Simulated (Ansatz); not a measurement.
Computed with Ansatz on PBE0-D4/def2-TZVP structures; ΔE is electronic, products minus reactants. CCSD(T)/CBS adds triple-zeta CCSD(T) − MP2 to the extrapolated MP2 energy (def2 sets, frozen cores). This one scheme is used for every species. DFT in def2-TZVPP. B3LYP here is the variant with VWN-RPA as its local correlation; programs differ in this. Elements past krypton have def2 core potentials. For Te outer-core shells are correlated without core-valence functions, which leaves a few kJ/mol of doubt a bond. One conformer a species, not always the lowest.

`O[Si](O)(O)[O][AlH2]` + H₂Te → `O[Si](O)(O)[TeH]` + `[OH][AlH2]`  (ligand exchange at the Si–O bond)

```json
{"level": "B3LYP-D4", "ΔE (kcal/mol)": "20.9"}
{"level": "ωB97M-V", "ΔE (kcal/mol)": "20.9"}
{"level": "r2SCAN", "ΔE (kcal/mol)": "20.1"}
{"level": "PBE0", "ΔE (kcal/mol)": "18.4"}
{"level": "CCSD/def2-TZVPP", "ΔE (kcal/mol)": "23.5"}
{"level": "CCSD(T)/def2-TZVPP", "ΔE (kcal/mol)": "22.3"}
{"level": "SCS-MP2/def2-QZVPP", "ΔE (kcal/mol)": "21.0"}
{"level": "CCSD/CBS(def2)", "ΔE (kcal/mol)": "21.5"}
```

Question: What does CCSD(T)/CBS give? (An estimate is asked.)

Answer: Ansatz gave: +20.3 kcal/mol. The listed levels differ from it by 0.6, 0.6, -0.2, -1.9, 3.2, 2.0, 0.7, 1.2 kcal/mol.

Largest T1 diagnostic among the species: 0.012.

From PBE to PBE0 (25 % exact exchange), in def2-TZVPP and without D4, ΔE moves by +2.4 kcal/mol. In def2-TZVPP, CCSD(T) changes the Hartree–Fock value by −5.6 kcal/mol (the triples alone add −1.2 kcal/mol) and MP2 by −8.0 kcal/mol.
